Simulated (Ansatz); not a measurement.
A structure relaxed at r2SCAN-D4/def2-SVP in Ansatz, charge 0, singlet:

```xyz
36

Au    7.8176   -0.4082    3.5424
S     6.4782    1.3997    3.7173
C     4.9856    0.9046    2.7852
C     5.2037    0.6494    1.2982
C     3.9124    0.3840    0.5213
C     3.2238   -0.9399    0.8904
C     1.9892   -1.2180    0.0941
C     1.7838   -2.1662   -0.8876
C     0.4848   -2.1301   -1.4549
C    -0.3211   -1.1377   -0.9153
C    -1.6857   -0.8129   -1.2521
C    -2.4401   -1.2755   -2.3233
C    -3.7534   -0.7596   -2.3503
C    -4.0314    0.1097   -1.3033
C    -5.2462    0.8278   -1.0086
C    -5.5138    1.7095    0.0299
C    -6.8335    2.2296   -0.0027
C    -7.5710    1.7451   -1.0587
S    -6.6547    0.6495   -2.0243
S    -2.6359    0.2705   -0.2685
S     0.5585   -0.2513    0.3054
H     4.3183    1.7770    2.9289
H     4.5037    0.0522    3.2905
H     5.7260    1.5196    0.8654
H     5.8954   -0.2083    1.1845
H     3.2042    1.2194    0.6735
H     4.1345    0.3724   -0.5596
H     2.9801   -0.9492    1.9680
H     3.9259   -1.7757    0.7263
H     2.5563   -2.8811   -1.1806
H     0.1362   -2.8200   -2.2258
H    -2.0396   -1.9579   -3.0749
H    -4.4884   -1.0049   -3.1204
H    -4.7712    1.9693    0.7878
H    -7.2289    2.9373    0.7285
H    -8.6032    1.9698   -1.3268
```

Q: Give its formula, name or SMILES.

A: `[Au][S]CCCCc1ccc(-c2ccc(-c3cccs3)s2)s1`.

Q: Summarise the bond lengths by kind (pairs closer than 1.2 times the sum of covalent radii, bridged metal pairs left out).

A: 15 × C–C 1.38 to 1.54 Å; 7 × C–S 1.72 to 1.83 Å; 1 × Au–S 2.26 Å; 15 × C–H 1.09 to 1.11 Å. The metal has 1 neighbour: S 2.26 Å.

In the def2 sets Au takes a core potential; there is no spin–orbit coupling. Single mean-field runs in def2-SVP are fitted with def2-universal-jkfit. The restricted singlet is unstable towards broken spin symmetry in Hartree–Fock (as tested in another run); at r2SCAN-D4/def2-SVP this wasn't settled. The relaxation made no stability test and no search for a lower SCF solution.
